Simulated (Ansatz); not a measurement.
## Ansatz (development build ahead of 0.2.0) run

```yaml
crystal:
  periodic: [false, false, false]
  atoms:
    - { symbol: Fe, position_ang: [0.0, 0.0, 0.0] }
    - { symbol: Cl, position_ang: [1.35003, 1.35003, 1.28252] }
    - { symbol: Cl, position_ang: [-1.35003, -1.35003, 1.28252] }
    - { symbol: Cl, position_ang: [1.35003, -1.35003, -1.28252] }
    - { symbol: Cl, position_ang: [-1.35003, 1.35003, -1.28252] }
basis:
  gaussian: { orbitals: pcseg-2 }
total_charge: -2
magnetization:
  spin_polarized: true
  initial_magnetization: 4
hamiltonian:
  xc: pbe0
```

The input is written out in the form of the current development build from the run's settings.

The run gave:

```yaml
Converged: yes
Total_energy: -3104.07639 hartree
Spin_squared_of_the_determinant: 6.008
Stability_test: minimum
```

Caution: no diffuse functions for an anion; other spin multiplicities were not run.
